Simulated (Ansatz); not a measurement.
A nudged elastic band was laid between two geometries of CH2O2Se (6 atoms, charge 0, multiplicity 1).

Computed with RKS B3LYP/def2-SVP (Ansatz).

```json
{
 "movable images": "5",
 "climbing image": "yes",
 "spring": "5.0 eV/Å²",
 "optimiser": "quadratic models (default)",
 "start path": "through a guess of the saddle point",
 "force threshold": "0.5 eV/Å",
 "iteration limit": "60",
 "end points": "relaxed"
}
```

Initial state:

```xyz
6
Properties=species:S:1:pos:R:3
O 0.502 1.128 -0.443
C 0.002 -0.016 -0.012
O 0.481 -0.286 1.188
Se -1.163 -1.053 -0.926
H 0.129 1.293 -1.325
H 0.092 -1.130 1.472
```

Final state:

```xyz
6
Properties=species:S:1:pos:R:3
O 0.470 0.906 -0.241
C -0.182 -0.247 -0.074
O 0.102 -0.795 1.094
Se -1.299 -0.961 -1.284
H 0.221 1.257 -1.113
H 0.730 -0.225 1.573
```

Problem. Which bonds break or form, and what moves?

Solution. No bond is made or broken. The dihedral Se4–C2–O3–H6 goes from 0 to 180°.

Problem. What energy profile does the band end with?

Solution. The run converged. The highest image is number 3 of 0 to 6, 0.54 eV above the first end and 0.40 eV above the last; the last end lies 0.14 eV above the first. The threshold of 0.5 eV/Å is loose, so the images may lie well off the minimum-energy path. Another band between the same ends (5 images) ends at a top of the same energy, where a vibrational analysis finds 1 clearly imaginary mode.

```csv
image,path coordinate (Å),energy (eV),dihedral Se4–C2–O3–H6 (°)
0,0.00,0.00,0
1,0.32,0.13,28
2,0.65,0.40,60
3,0.97,0.54,91
4,1.30,0.45,122
5,1.62,0.25,151
6,1.95,0.14,180
```

Problem. What is the geometry of the highest image?

Solution. 
```xyz
6
Properties=species:S:1:pos:R:3
O 0.513 1.011 -0.369
C -0.191 -0.054 -0.003
O -0.006 -0.331 1.290
Se -1.294 -0.931 -1.109
H 0.299 1.194 -1.298
H 0.720 -0.953 1.443
```

Time of the run: 100 s on 1 thread of Arm Neoverse V1, with other jobs on the host, peak memory 0.18 GiB.
